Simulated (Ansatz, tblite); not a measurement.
Series (HBeX)2: vertical EA (eV) at several levels, gas phase, relaxed structures; Ansatz, xTB through tblite. Raw xTB energies of ions are shifted by several eV. A negative affinity means that the extra electron isn't bound at that geometry and level; within about 0.2 eV of zero the sign isn't settled. A dash marks a value that wasn't run or was left out as unsound. The structures are stationary points that may keep the symmetry of their start. Correlated methods freeze inner cores and use unrestricted references for open shells. Remarks come from the PBE and PBE0 runs and from stability tests at other levels; not every state was tested. A HOMO above zero means that the electron is unbound at that level and held by the basis, or that self-interaction error raises the level; the energy of removing that electron tells which. HOMO above LUMO (over both spins in singlets and doublets, within one spin in higher multiplets; at PBE or PBE0), or a gap under 0.15 eV within one spin, warns that the state may not be the lowest or that an electron is smeared out.

```
                species               state             geometry  GFN2-xTB  PBE-D4/def2-TZVPD  r2SCAN-D4/def2-TZVPD  PBE0-D4/def2-TZVPD  CCSD(T)/def2-TZVPD                                                                                  remarks
(HBe-mu-Cl)2 (Be2H2Cl2)  singlet to doublet    PBE0-D4/def2-TZVP      2.80              -0.38                 -0.52               -0.53               -0.84  HOMO above zero (-1 doublet), gap within one spin near zero at PBE or PBE0 (-1 doublet)
  (HBe-mu-F)2 (Be2H2F2)  singlet to doublet     PBE-D4/def2-TZVP      1.20              -0.38                 -0.51               -0.49               -0.80                                                             HOMO above zero (-1 doublet)
    (HBe-mu-H)2 (Be2H4)  singlet to doublet     PBE-D4/def2-TZVP      2.33               0.96                  0.89                0.86                0.58                                                             HOMO above zero (-1 doublet)
(HBe-mu-Br)2 (Be2H2Br2)  singlet to doublet   B3LYP-D4/def2-TZVP      3.56              -0.19                 -0.34               -0.37                   –                                                             HOMO above zero (-1 doublet)
 (HBe-mu-OH)2 (Be2O2H4)  singlet to doublet  r2SCAN-D4/def2-TZVP      0.33              -0.38                 -0.54               -0.54               -0.79  HOMO above zero (-1 doublet), gap within one spin near zero at PBE or PBE0 (-1 doublet)
(HBe-mu-NH2)2 (Be2N2H6)  singlet to doublet    PBE0-D4/def2-TZVP      0.44              -0.32                 -0.48               -0.42               -0.61                                                             HOMO above zero (-1 doublet)
```

Over the 5 species that have every level, the mean is 1.42 at GFN2-xTB, -0.10 at PBE-D4/def2-TZVPD, -0.23 at r2SCAN-D4/def2-TZVPD, -0.22 at PBE0-D4/def2-TZVPD, -0.49 at CCSD(T)/def2-TZVPD. The mean absolute difference from CCSD(T)/def2-TZVPD, which is a yardstick and not exact, is 1.91 for GFN2-xTB, 0.39 for PBE-D4/def2-TZVPD, 0.26 for r2SCAN-D4/def2-TZVPD, 0.27 for PBE0-D4/def2-TZVPD (levels in sets of like size).
